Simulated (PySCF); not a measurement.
C₂H₁₁NSi₃, SMILES C[SiH2][Si@@H]1CN[SiH2]1.

Geometry: r2SCAN-D4/def2-SVP. The structure was generated by enumeration; whether it is a known compound was not checked. Other conformers were not sampled.

All values below come from SMD-B3LYP/6-31G* in PySCF.

Solvation free energies are E(SMD) − E(gas) at the gas-phase geometry, for 1 M in both phases. In vacuum the dipole moment is 1.43 D.

```tsv
solvent	ΔG(solv) (kcal/mol)	its non-electrostatic (CDS) part	dipole (D)
water	2.6	5.5	2.08
acetone	___	___	___
1-octanol	-1.8	0.6	1.98
```

### Question
What belongs in the gaps? (Estimate from the structure and the level; the computed values follow.)

### Answer

- acetone, ΔG(solv) (kcal/mol): -2.6
- acetone, its non-electrostatic (CDS) part: 0.1
- acetone, dipole (D): 2.04
